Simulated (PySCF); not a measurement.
C$_{6}$H$_{7}$NO$_{2}$S: full NMR table

```yaml
Formula: C6H7NO2S
SMILES: CS(=O)(=O)c1ccccn1
Point_group_of_the_computed_structure: C1
Degrees_of_unsaturation: 4
Carbon_signals: 6
Proton_signals: 5
```

Atoms are numbered as in `[CH3:1][S:2](=[O:3])(=[O:4])[c:5]1[cH:6][cH:7][cH:8][cH:9][n:10]1`. Hydrogens are named by the atom that carries them.

- coordinates at the PBE0-D3(BJ)/def2-SVP level
- GIAO KT3/pcSseg-1 shieldings
- program: PySCF 2.14.0 with density-fitted response routines
- isolated molecule, relativity neglected, averaged over atoms made equivalent by symmetry, fast rotation or ring inversion, single conformer

Scale: $^{1}$H (σ = 31.32 ppm), $^{13}$C (σ = 182.31 ppm) vs TMS; $^{15}$N (σ = 262.01 ppm) against NH3; $^{17}$O (σ = 329.03 ppm) vs H2O; CS2 for $^{33}$S (σ = 516.28 ppm) (reference shieldings calculated alike).

| carbon | δC, type | δH (multiplicity) | HMBC from (2–3 bonds) | span of the C tensor (ppm) |
| --- | --- | --- | --- | --- |
| C1 | 39.9, CH3 | 3.02 (s) | – | 67 |
| C5 | 154.3, C | – | H(C9), H(C6), H(C7), H(C1) | 159 |
| C6 | 114.2, CH | 7.93 (d) | H(C7), H(C8) | 210 |
| C7 | 130.5, CH | 7.66 (m) | H(C9), H(C6), H(C8) | 222 |
| C8 | 119.5, CH | 7.00 (m) | H(C9), H(C6), H(C7) | 209 |
| C9 | 141.5, CH | 8.38 (d) | H(C7), H(C8) | 193 |

Other nuclei:
```
atoms   nucleus                  environment  δ (ppm)  σ (ppm)
  N10  $^{15}$N  pyridine-type ring nitrogen    312.6    -50.6
O3/O4  $^{17}$O                   S=O oxygen    220.5    108.5
   S2  $^{33}$S               sulfone sulfur      286    230.7
```

- Carbon types of the structure: 1 × C, 4 × CH, 1 × CH3, which accounts for all hydrogens.
- δC 154.3: aromatic carbon bearing sulfur.
- δC 141.5: aromatic CH next to a ring nitrogen; the adjacent pyridine-type nitrogen withdraws density from it.
- δC 130.5, 119.5, 114.2: aromatic CH.
- δH 8.38: hydrogen on an aromatic CH next to a ring nitrogen; ring current plus the neighbouring ring nitrogen.
- δH 7.93, 7.66, 7.00: hydrogen on an aromatic CH; the ring current deshields protons in the ring plane.

Shifts are as computed, not scaled to solution data. Of 1211 compounds with measured shifts, 218 miss one by over three times the rms of a fit or turn the order of signals round; such compounds aren't used in these exercises. Experimental scales use liquid or dissolved standards, which lie at an offset from isolated NH3 (liquid NH3: subtract about 20 ppm) and H2O (liquid H2O: subtract about 36 ppm). Unscaled 15N shifts of sp2 nitrogen come out 20 to 40 ppm too high even then. Multiplicities follow the n + 1 count of equivalent neighbours, as no J values were calculated; m marks all less simple cases, F and P coupling included.
